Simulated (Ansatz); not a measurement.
Energy landscape of H₃ (cation, charge +1), singlet: map of symmetric stretch and bend. Scanned: H-H bond length and H-H-H angle.

Level of theory: RHF/cc-pVQZ (Ansatz, an electronic-structure program).

Energy in kJ/mol above the lowest grid point; x is the H-H bond length (Å), y the H-H-H angle (°).

```
y \ x    0.74   0.77   0.83   0.86   0.91   0.95   1.01   1.03   1.08   1.13   1.17
------  -----  -----  -----  -----  -----  -----  -----  -----  -----  -----  -----
180     190.3  183.3  182.7  187.5  201.3  216.3  243.6  253.7  280.3  308.6  331.9
172.11  189.2  182.2  181.6  186.5  200.4  215.4  242.7  252.8  279.5  307.8  331.2
161.72  184.4  177.5  177.1  182.0  196.1  211.3  238.8  249.0  275.9  304.4  327.9
150.08  174.4  167.7  167.6  172.8  187.2  202.7  230.7  241.0  268.3  297.1  320.9
142.04  164.7  158.1  158.3  163.7  178.4  194.2  222.6  233.1  260.7  289.9  314.0
129.67  145.5  139.0  139.7  145.4  160.6  176.9  206.1  216.8  245.1  275.0  299.6
118.04  122.9  116.4  117.3  123.2  139.0  155.7  185.7  196.7  225.7  256.3  281.6
111.45  108.4  101.8  102.7  108.6  124.6  141.5  172.0  183.1  212.5  243.6  269.1
98.29    77.1   69.7   69.8   75.6   91.5  108.6  139.6  151.0  181.1  212.9  239.1
89.03    55.0   46.4   44.8   50.1   65.4   82.2  113.1  124.5  154.7  186.8  213.4
79.96    36.3   25.8   21.0   25.0   38.8   54.8   84.7   95.9  125.8  157.8  184.3
70       25.4   11.0    0.0    1.5   11.8   25.5   52.8   63.3   91.8  122.7  148.7
```

Points that lie below all their neighbours on the grid: x = 0.83, y = 70 on the edge of the grid (0.0 kJ/mol).
